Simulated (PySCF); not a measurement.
Compound: C₈H₈.
Cartesian coordinates in Å at the PBE0/def2-SV(P) level; atoms count from 1:
```
atom  x, y, z in Å
C1    -2.490   -0.287    0.122
C2    -1.139   -0.157    0.082
C3    -0.315   -1.355   -0.087
C4     1.029   -1.511   -0.160
C5     2.083   -0.524   -0.091
C6     1.959    0.817    0.067
C7     0.742    1.586    0.203
C8    -0.550    1.177    0.209
H9    -3.142    0.583    0.247
H10   -2.970   -1.267    0.030
H11   -0.903   -2.278   -0.168
H12    1.378   -2.542   -0.291
H13    3.101   -0.921   -0.177
H14    2.886    1.401    0.095
H15    0.895    2.665    0.320
H16   -1.296    1.971    0.329
```

Computed with PBE0/def2-SV(P) geometry optimisation, gas phase in PySCF 2.14.0.

Take the most abundant isotopes and a rigid rotor. 

Problem. What are A, B and C (MHz)?

Solution. Ia = 136.95, Ib = 253.38, Ic = 390.34 u·Å²; 505379 MHz·u·Å²/I gives A = 3690, B = 1995, C = 1295 MHz.

Problem. Classify the top.

Solution. An asymmetric top: κ = (2 × 1995 − 3690 − 1295)/(3690 − 1295) = -0.42.

Problem. Is it planar, by Δ = Ic − Ia − Ib?

Solution. Planar: Δ = Ic − Ia − Ib = 0.00 u·Å². For a rigid frame Δ = −2 Σ m c², so it vanishes when all atoms lie in the ab plane; here none is more than 0.01 Å from it.

Problem. Where do the levels up to J = 4 lie, in K?

Solution. Above 0(0,0), as E/k:
J = 1: 1(0,1) 0.158, 1(1,1) 0.239, 1(1,0) 0.273
J = 2: 2(0,2) 0.465, 2(1,2) 0.521, 2(1,1) 0.622, 2(2,1) 0.866, 2(2,0) 0.875
J = 3: 3(0,3) 0.908, 3(1,3) 0.940, 3(1,2) 1.140, 3(2,2) 1.340, 3(2,1) 1.379, 3(3,1) 1.835, 3(3,0) 1.837
J = 4: 4(0,4) 1.475, 4(1,4) 1.491, 4(1,3) 1.817, 4(2,3) 1.965, 4(2,2) 2.068, 4(3,2) 2.480, 4(3,1) 2.490, 4(4,1) 3.156, 4(4,0) 3.156
The levels of one J sum to (2J + 1)J(J + 1)(A + B + C)/3.

Problem. Predict some low-J microwave lines.

Solution. The dipole components are |μa| = 0.73 D, |μb| = 0.00 D, |μc| = 0.00 D; the symmetry axis of this C2v structure is a, so μb and μc vanish by symmetry and there are no b-type or c-type lines. Some lines, for components of 0.1 D or more:

```tsv
type	branch	J(Ka,Kc)	MHz	lower level (cm⁻¹)
a	Q	1(1,0) ← 1(1,1)	700	0.166
a	Q	3(2,1) ← 3(2,2)	816	0.931
a	Q	5(2,3) ← 5(2,4)	4223	1.901
a	R	3(1,3) ← 2(1,2)	8719	0.362
a	R	3(0,3) ← 2(0,2)	9227	0.323
a	Q	5(1,4) ← 5(1,5)	9785	1.508
a	R	3(2,1) ← 2(2,0)	10508	0.608
a	R	4(2,2) ← 3(2,1)	14351	0.958
a	R	5(2,4) ← 4(2,3)	16058	1.365
a	R	5(4,2) ← 4(4,1)	16835	2.193
a	R	5(3,2) ← 4(3,1)	17332	1.730
a	R	5(2,3) ← 4(2,2)	18131	1.437
```

Problem. Estimate the classical rotational partition function at 10 K, 100 K and 298.15 K.

Solution. Point group C2v, symmetry number σ = 2; q = (√π/σ)·√((kT/h)³/(ABC)), k/h = 20836.6 MHz/K: 863 at 10 K, 27300 at 100 K, 141000 at 298.15 K.

No frequency check. Constants of a rigid frame at the computed geometry: no zero-point averaging, no centrifugal distortion.

Time: 18 s wall; peak memory 0.59 GiB. Hardware: one thread, Arm Neoverse V1 (aarch64), on a shared host. That covers the optimisation of the geometry.
